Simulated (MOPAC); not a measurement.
A run for MOPAC: PM7 on F2H2Si (SMILES F[SiH2]F), a point of a bond scan (R = 3.661 Å).

```
PM7 1SCF PRECISE CHARGE=0 THREADS=1
F2H2Si

Si     0.22395286 1    -0.14590633 1     0.36051960 1
F     -2.35002268 1    -1.99732063 1    -1.46927456 1
F      0.40909919 1     1.26754447 1    -0.34742940 1
H      1.48976880 1    -0.88621093 1     0.26168676 1
H     -0.25049912 1     0.07882097 1     1.73329117 1
```

Output:

```
*******************************************************************************
 **                                                                           **
 **                              MOPAC v23.2.5                                **
 **                                                                           **
 *******************************************************************************
 ** MOPAC's Digital Object Identifier: https://doi.org/10.5281/zenodo.6511958 **
 **                                                                           **
 ** Please cite the open-source release paper for use of this MOPAC version:  **
 ** J. E. Moussa and J. J. P. Stewart (2026)                                  **
 ** MOPAC: An open-source semiempirical molecular orbital program             **
 ** J. Open Source Softw., 11(119), 8025, https://doi.org/10.21105/joss.08025 **
 *******************************************************************************

                              PM7 CALCULATION RESULTS

 *******************************************************************************
 *  PM7        - The PM7 Hamiltonian to be used
 *
 *
 *
 *                 CHARGE ON SYSTEM = 0
 *
 *
 *
 *  PRECISE    - TIGHTER CRITERIA TO BE USED
 *  1SCF       - DO 1 SCF AND THEN STOP
 *  THREADS=1  - MULTI-THREADING NOT USED
 *  T=         - A TIME OF 172800.0 SECONDS REQUESTED
 *  DUMP=N     - RESTART FILE WRITTEN EVERY 7200.0 SECONDS REQUESTED
 *******************************************************************************
PM7 1SCF PRECISE CHARGE=0 THREADS=1
 F2H2Si

   ATOM   CHEMICAL          X               Y               Z
  NUMBER   SYMBOL      (ANGSTROMS)     (ANGSTROMS)     (ANGSTROMS)

     1      Si          0.22395286  *  -0.14590633  *   0.36051960  *
     2       F         -2.35002268  *  -1.99732063  *  -1.46927456  *
     3       F          0.40909919  *   1.26754447  *  -0.34742940  *
     4       H          1.48976880  *  -0.88621093  *   0.26168676  *
     5       H         -0.25049912  *   0.07882097  *   1.73329117  *



          CARTESIAN COORDINATES

    NO.       ATOM           X           Y           Z

     1        Si          0.2240     -0.1459      0.3605
     2         F         -2.3500     -1.9973     -1.4693
     3         F          0.4091      1.2675     -0.3474
     4         H          1.4898     -0.8862      0.2617
     5         H         -0.2505      0.0788      1.7333

 General Reference for PM7:
 "Optimization of Parameters for Semiempirical Methods VI: More Modifications to the
 NDDO Approximations and Re-optimization of Parameters", J. J. P. Stewart, J. Mol. Mod., 1:32, 19 (2013)
 https://link.springer.com/article/10.1007/s00894-012-1667-x

           Empirical Formula: H2 Si F2  =     5 atoms



      MOLECULAR POINT GROUP   :   Cs


      RHF CALCULATION, NO. OF DOUBLY OCCUPIED LEVELS = 10


 -------------------------------------------------------------------------------
 PM7 1SCF PRECISE CHARGE=0 THREADS=1
 F2H2Si



     1SCF WAS SPECIFIED, SO BFGS WAS NOT USED
     SCF FIELD WAS ACHIEVED


                              PM7 CALCULATION
                                                       MOPAC v23.2.5 Linux




          FINAL HEAT OF FORMATION =        -15.34217 KCAL/MOL =     -64.19165 KJ/MOL


          COSMO AREA              =        110.25 SQUARE ANGSTROMS
          COSMO VOLUME            =         91.84 CUBIC ANGSTROMS

          IONIZATION POTENTIAL    =          8.710866 EV
          HOMO LUMO ENERGIES (EV) =         -8.711 -4.346
          NO. OF FILLED LEVELS    =         10
          MOLECULAR WEIGHT        =         68.0981         POINT GROUP:  Cs

          MOLECULAR DIMENSIONS (Angstroms)

            Atom       Atom       Distance
            F     3    F     2     4.41935
            H     4    H     5     2.47496
            H     4    F     3     2.01639


          SCF CALCULATIONS        =          1





   ATOM   CHEMICAL          X               Y               Z
  NUMBER   SYMBOL      (ANGSTROMS)     (ANGSTROMS)     (ANGSTROMS)

     1      Si          0.22395286  *  -0.14590633  *   0.36051960  *
     2       F         -2.35002268  *  -1.99732063  *  -1.46927456  *
     3       F          0.40909919  *   1.26754447  *  -0.34742940  *
     4       H          1.48976880  *  -0.88621093  *   0.26168676  *
     5       H         -0.25049912  *   0.07882097  *   1.73329117  *

                             CARTESIAN COORDINATES

   1   Si        0.223952860    -0.145906330     0.360519600
   2    F       -2.350022680    -1.997320630    -1.469274560
   3    F        0.409099190     1.267544470    -0.347429400
   4    H        1.489768800    -0.886210930     0.261686760
   5    H       -0.250499120     0.078820970     1.733291170


           Empirical Formula: H2 Si F2  =     5 atoms



      MOLECULAR POINT GROUP   :   Cs


                  EIGENVALUES
 -42.54681 -33.77666 -20.12859 -18.07652 -17.61851 -16.88418 -15.06322 -11.28509
 -11.28482  -8.71087  -4.34552  -1.28914   0.28734   2.79865  19.17713  19.26036
  19.72121  19.95203  20.71907


              NET ATOMIC CHARGES AND DIPOLE CONTRIBUTIONS

  ATOM NO.   TYPE          CHARGE      No. of ELECS.   s-Pop       p-Pop       d-Pop
    1         Si           0.600249        3.3998     1.01387     2.23794     0.14794
    2          F          -0.586226        7.5862     1.99987     5.58636
    3          F          -0.291773        7.2918     1.92685     5.36493
    4          H           0.138874        0.8611     0.86113
    5          H           0.138876        0.8611     0.86112
 DIPOLE           X         Y         Z       TOTAL
 POINT-CHG.     7.516     2.888     6.994    10.666
 HYBRID        -1.197     0.170    -1.527     1.948
 SUM            6.319     3.058     5.467     8.898


          ATOMIC ORBITAL ELECTRON POPULATIONS

     Atom    s        px        py        pz      x^2-y^2     xz        z^2       yz        xy
    1 Si   1.01387   0.81722   0.62772   0.79301   0.02744   0.01185   0.03883   0.02992   0.03990
    2  F   1.99987   1.79531   1.90086   1.89019
    3  F   1.92685   1.92092   1.59196   1.85205
    4  H   0.86113
    5  H   0.86112

 **********************
 *                    *
 * JOB ENDED NORMALLY *
 *                    *
 **********************




 == MOPAC DONE ==
```

The run finished.

Cost: about 0.05 core-seconds (a rough figure).
